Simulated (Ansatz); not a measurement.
The same path of BCl3 + H2O (7 atoms, charge 0, multiplicity 1) was run 3 times with different band settings. Lost on the way: B1–Cl2, O5–H7. Made: B1–O5, Cl2–H7.

Computed with RHF/def2-SVP (Ansatz).

Relaxed end points:

```xyz
7
Properties=species:S:1:pos:R:3
B 0.041 0.466 0.032
Cl -0.020 0.880 1.741
Cl 1.574 0.458 -0.810
Cl -1.460 0.316 -0.872
O 0.081 -2.162 0.585
H -0.656 -2.640 0.233
H 0.090 -2.347 1.512
```

```xyz
7
Properties=species:S:1:pos:R:3
B -0.176 -0.330 -0.839
Cl 0.776 -1.255 3.561
Cl 1.136 0.836 -0.858
Cl -1.221 -0.526 -2.250
O -0.367 -1.061 0.259
H -1.086 -1.677 0.224
H 0.588 -1.017 2.323
```

Common settings: optimiser quadratic models (default); start path through a guess of the saddle point; force threshold 0.05 eV/Å; end points relaxed.

| run | movable images | climbing image | spring | iteration limit |
| --- | --- | --- | --- | --- |
| 1 | 7 | yes | 5.0 eV/Å² | 58 |
| 2 | 2 | no | 5.0 eV/Å² | 60 |
| 3 | 7 | yes | 2.0 to 10.0 eV/Å², energy-weighted | 60 |

What does each run give, and how far can it be trusted?

Run 1: converged after 15 iterations, highest image 1.074 eV above the first end. The profile has 2 maxima (images 1, 3) with wells between them (image 2): this band takes more than one step, which may be the mechanism or a detour left from its start path. A structure lower than the first end lies on the path between it and the top, so the climb from that side starts below the end, which may itself be a saddle point or a shallow side well. Neighbouring images differ by up to 1.5 eV, so the band resolves the path poorly. A vibrational analysis at the climbing image gives one clearly imaginary mode, 1209i cm⁻¹: a first-order saddle point.
Run 2: converged after 22 iterations, highest image 0.309 eV above the first end. No image climbed, so the highest image needn't sit at the top of the path. A band with more images between the same ends climbed to 1.07 eV, so this one has probably stepped over the top. So few images can step over the top or miss a turn of the path.
Run 3: converged after 14 iterations, highest image 1.075 eV above the first end. Another band between the same ends (7 images) ends at a top of the same energy, where a vibrational analysis finds 1 clearly imaginary mode.
The orbitals stay closed-shell, which can raise the energy where a bond breaks towards radicals; this wasn't checked here.
